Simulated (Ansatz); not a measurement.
The inner images of a band of BF₂H₄NO (9 atoms, charge 0, multiplicity 1) are given out of order.

Theory: RKS LDA/def2-SVP (Ansatz 0.2.0).

Image 0:

```xyz
9
Properties=species:S:1:pos:R:3
B -0.063 0.124 0.285
F -0.235 -0.632 1.429
F 1.166 -0.127 -0.292
O -1.162 0.187 -0.590
H -1.337 -0.684 -0.985
N 0.034 1.675 0.820
H 0.942 2.075 0.539
H -0.744 2.187 0.375
H -0.062 1.686 1.846
```

Image 6:

```xyz
9
Properties=species:S:1:pos:R:3
B -0.034 0.501 -0.175
F -0.258 -0.177 2.197
F 1.074 -0.206 -0.387
O -1.231 0.119 -0.660
H -1.212 -0.794 -1.001
N 0.069 1.739 0.544
H 0.986 2.191 0.610
H -0.709 2.402 0.473
H -0.148 0.716 1.825
```

**Question.** Put them in order from the first end to the last, with their energies above the first end.
A.
```xyz
9
Properties=species:S:1:pos:R:3
B -0.067 0.179 0.233
F -0.257 -0.429 1.500
F 1.159 -0.171 -0.273
O -1.159 0.121 -0.633
H -1.217 -0.775 -1.010
N 0.018 1.716 0.771
H 0.938 2.164 0.653
H -0.748 2.324 0.448
H -0.129 1.362 1.738
```
B.
```xyz
9
Properties=species:S:1:pos:R:3
B -0.063 0.237 0.195
F -0.260 -0.338 1.560
F 1.149 -0.176 -0.271
O -1.166 0.122 -0.636
H -1.187 -0.773 -1.019
N 0.018 1.726 0.769
H 0.936 2.182 0.674
H -0.745 2.348 0.467
H -0.144 1.164 1.687
```
C.
```xyz
9
Properties=species:S:1:pos:R:3
B -0.050 0.393 0.044
F -0.258 -0.215 1.793
F 1.098 -0.220 -0.281
O -1.214 0.125 -0.602
H -1.229 -0.779 -0.964
N 0.057 1.747 0.672
H 0.977 2.196 0.597
H -0.700 2.395 0.425
H -0.145 0.851 1.742
```
D.
```xyz
9
Properties=species:S:1:pos:R:3
B -0.060 0.313 0.130
F -0.265 -0.260 1.669
F 1.120 -0.205 -0.275
O -1.192 0.130 -0.622
H -1.210 -0.769 -0.996
N 0.040 1.733 0.738
H 0.961 2.183 0.641
H -0.712 2.374 0.449
H -0.143 0.992 1.691
```
E.
```xyz
9
Properties=species:S:1:pos:R:3
B -0.071 0.146 0.258
F -0.250 -0.530 1.463
F 1.155 -0.159 -0.291
O -1.168 0.147 -0.614
H -1.288 -0.745 -0.986
N 0.031 1.696 0.788
H 0.951 2.118 0.593
H -0.734 2.278 0.414
H -0.088 1.541 1.802
```

**Answer.** E (+0.04 eV), A (+0.17 eV), B (+0.46 eV), D (+0.88 eV), C (+1.05 eV).

The run took 74 s on 2 threads of Intel(R) Xeon(R) Platinum 8488C (Sapphire Rapids) (shared host), peak memory 0.14 GiB.
